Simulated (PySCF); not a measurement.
C3H5ClGeO, SMILES C=[C](Cl)[GeH2][CH]=O.

The structure is a stationary point at B3LYP-D3(BJ)/def2-SVP. The structure was generated by enumeration, and PubChem lists no compound with its InChIKey, so it may never have been made. The values are those of a single conformer.

These are B3LYP-D3(BJ)/def2-SVP run with PySCF values and carry that method's errors.

Frequencies are harmonic and unscaled.

```json
[
 {"mode": "1", "ν (cm⁻¹)": "33", "IR (km/mol)": "4.2", "moving atoms (share of kinetic energy)": "O 44 %, C 26 %, H 14 %, Ge 11 %"},
 {"mode": "2", "ν (cm⁻¹)": "59", "IR (km/mol)": "4.3", "moving atoms (share of kinetic energy)": "C 29 %, Cl 22 %, O 20 %, H 20 %, Ge 8 %"},
 {"mode": "3", "ν (cm⁻¹)": "88", "IR (km/mol)": "3.0", "moving atoms (share of kinetic energy)": "C 35 %, H 20 %, O 19 %, Ge 14 %, Cl 12 %"},
 {"mode": "4", "ν (cm⁻¹)": "182", "IR (km/mol)": "3.3", "moving atoms (share of kinetic energy)": "Cl 45 %, Ge 22 %, C 20 %, H 10 %"},
 {"mode": "5", "ν (cm⁻¹)": "273", "IR (km/mol)": "4.1", "moving atoms (share of kinetic energy)": "C 37 %, O 32 %, H 22 %"},
 {"mode": "6", "ν (cm⁻¹)": "307", "IR (km/mol)": "8.5", "moving atoms (share of kinetic energy)": "C 32 %, Ge 25 %, H 22 %, O 15 %"},
 {"mode": "7", "ν (cm⁻¹)": "373", "IR (km/mol)": "8.6", "moving atoms (share of kinetic energy)": "C 62 %, H 18 %, O 12 %"},
 {"mode": "8", "ν (cm⁻¹)": "422", "IR (km/mol)": "17.3", "moving atoms (share of kinetic energy)": "H 77 %, C 12 %"},
 {"mode": "9", "ν (cm⁻¹)": "499", "IR (km/mol)": "7.0", "moving atoms (share of kinetic energy)": "C 49 %, Cl 29 %, H 15 %"},
 {"mode": "10", "ν (cm⁻¹)": "598", "IR (km/mol)": "2.8", "moving atoms (share of kinetic energy)": "C 51 %, H 34 %, Ge 13 %"},
 {"mode": "11", "ν (cm⁻¹)": "646", "IR (km/mol)": "8.2", "moving atoms (share of kinetic energy)": "H 75 %, C 22 %"},
 {"mode": "12", "ν (cm⁻¹)": "708", "IR (km/mol)": "32.0", "moving atoms (share of kinetic energy)": "H 89 %, C 9 %"},
 {"mode": "13", "ν (cm⁻¹)": "732", "IR (km/mol)": "146.7", "moving atoms (share of kinetic energy)": "H 87 %"},
 {"mode": "14", "ν (cm⁻¹)": "750", "IR (km/mol)": "21.3", "moving atoms (share of kinetic energy)": "C 56 %, H 31 %, Cl 12 %"},
 {"mode": "15", "ν (cm⁻¹)": "851", "IR (km/mol)": "64.9", "moving atoms (share of kinetic energy)": "H 94 %"},
 {"mode": "16", "ν (cm⁻¹)": "885", "IR (km/mol)": "15.2", "moving atoms (share of kinetic energy)": "H 64 %, C 32 %"},
 {"mode": "17", "ν (cm⁻¹)": "926", "IR (km/mol)": "33.8", "moving atoms (share of kinetic energy)": "H 73 %, C 27 %"},
 {"mode": "18", "ν (cm⁻¹)": "1088", "IR (km/mol)": "20.6", "moving atoms (share of kinetic energy)": "C 51 %, H 48 %"},
 {"mode": "19", "ν (cm⁻¹)": "1367", "IR (km/mol)": "26.5", "moving atoms (share of kinetic energy)": "H 84 %, C 10 %"},
 {"mode": "20", "ν (cm⁻¹)": "1387", "IR (km/mol)": "5.4", "moving atoms (share of kinetic energy)": "H 86 %, C 14 %"},
 {"mode": "21", "ν (cm⁻¹)": "1666", "IR (km/mol)": "16.2", "moving atoms (share of kinetic energy)": "C 89 %, H 11 %"},
 {"mode": "22", "ν (cm⁻¹)": "1807", "IR (km/mol)": "213.1", "moving atoms (share of kinetic energy)": "C 56 %, O 42 %"},
 {"mode": "23", "ν (cm⁻¹)": "2129", "IR (km/mol)": "79.1", "moving atoms (share of kinetic energy)": "H 99 %"},
 {"mode": "24", "ν (cm⁻¹)": "2146", "IR (km/mol)": "103.3", "moving atoms (share of kinetic energy)": "H 98 %"},
 {"mode": "25", "ν (cm⁻¹)": "2829", "IR (km/mol)": "112.5", "moving atoms (share of kinetic energy)": "H 92 %"},
 {"mode": "26", "ν (cm⁻¹)": "3136", "IR (km/mol)": "0.5", "moving atoms (share of kinetic energy)": "H 95 %"},
 {"mode": "27", "ν (cm⁻¹)": "3235", "IR (km/mol)": "0.4", "moving atoms (share of kinetic energy)": "H 89 %, C 11 %"}
]
```
